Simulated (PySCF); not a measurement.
## Bonding in `CC[C@@H](C)n1ncc(F)n1`

C6H10FN3.
SMILES with atom numbers: `[CH3:1][CH2:2][C@@H:3]([CH3:4])[n:5]1[n:6][cH:7][c:8]([F:9])[n:10]1` (hydrogens: H11, H12, H13 on C1; H14, H15 on C2; H16 on C3; H17, H18, H19 on C4; H20 on C7)

Structure used (GFN2-xTB), in Å, numbered top down from 1:
```
atom  x, y, z in Å
C1    -1.8159   -1.3934   -0.5474
C2    -1.5703   -0.1100    0.2357
C3    -0.4844    0.7589   -0.4050
C4    -0.3660    2.1160    0.2841
N5     0.7837    0.0792   -0.3276
N6     1.5018   -0.1876   -1.3838
C7     2.5907   -0.7920   -0.9275
C8     2.4554   -0.8551    0.4604
F9     3.2945   -1.3754    1.3447
N10    1.3082   -0.2973    0.8127
H11   -2.5897   -1.9859   -0.0658
H12   -0.9104   -1.9937   -0.5989
H13   -2.1367   -1.1687   -1.5624
H14   -2.4923    0.4706    0.2867
H15   -1.2584   -0.3491    1.2535
H16   -0.6786    0.8873   -1.4747
H17   -0.1303    1.9743    1.3359
H18    0.4224    2.7080   -0.1749
H19   -1.3027    2.6597    0.2001
H20    3.3738   -1.1351   -1.5680
```

Bond orders from the PBE0/pcSseg-1 density (PySCF). Isolated species at its GFN2-xTB geometry (one conformer only).

(1) How far do the computed orders between heavy atoms stray from the drawn ones?

(2) Set the Mayer orders of the bonds beside their lengths.

Results:

(1) The largest departure is 0.322, at N10–N5 (drawn aromatic, 1.178), counting aromatic bonds as 1.5. Drawn single, order below 0.88: C3–N5 (0.833). The bonds drawn aromatic range from 1.18 to 1.49.

(2) 
| bond | drawn as | length (Å) | Mayer order |
| --- | --- | --- | --- |
| C1–C2 | single | 1.523 | 1.060 |
| C2–C3 | single | 1.531 | 0.994 |
| C3–C4 | single | 1.527 | 1.039 |
| C3–N5 | single | 1.441 | 0.833 |
| N5–N6 | aromatic | 1.305 | 1.266 |
| N6–C7 | aromatic | 1.326 | 1.455 |
| C7–C8 | aromatic | 1.396 | 1.331 |
| C8–F9 | single | 1.325 | 1.007 |
| C8–N10 | aromatic | 1.323 | 1.488 |
| N10–N5 | aromatic | 1.310 | 1.178 |
| C1–H11 | single | 1.087 | 0.966 |
| C1–H12 | single | 1.088 | 0.962 |
| C1–H13 | single | 1.088 | 0.966 |
| C2–H14 | single | 1.091 | 0.949 |
| C2–H15 | single | 1.091 | 0.937 |
| C3–H16 | single | 1.095 | 0.933 |
| C4–H17 | single | 1.087 | 0.955 |
| C4–H18 | single | 1.088 | 0.962 |
| C4–H19 | single | 1.086 | 0.961 |
| C7–H20 | single | 1.068 | 0.968 |

By pair of heavy elements: C–C: lowest C2–C3 (0.994, 1.531 Å), highest C7–C8 (1.331, 1.396 Å). C–N: lowest C3–N5 (0.833, 1.441 Å), highest C8–N10 (1.488, 1.323 Å). N–N: lowest N10–N5 (1.178, 1.310 Å), highest N5–N6 (1.266, 1.305 Å).

**Question.** Sum the orders of all bonds at each heavy atom with more than one neighbour and set the sums beside the valence in the SMILES.

**Answer.** C1 3.954 (drawn 4), C2 3.940 (drawn 4), C3 3.799 (drawn 4), C4 3.917 (drawn 4), N5 3.277 (drawn 3), N6 2.721 (drawn 3), C7 3.754 (drawn 4), C8 3.826 (drawn 4), N10 2.666 (drawn 3). Orders between atoms that aren't bonded are not in these sums.

Mayer orders depend on the basis set.
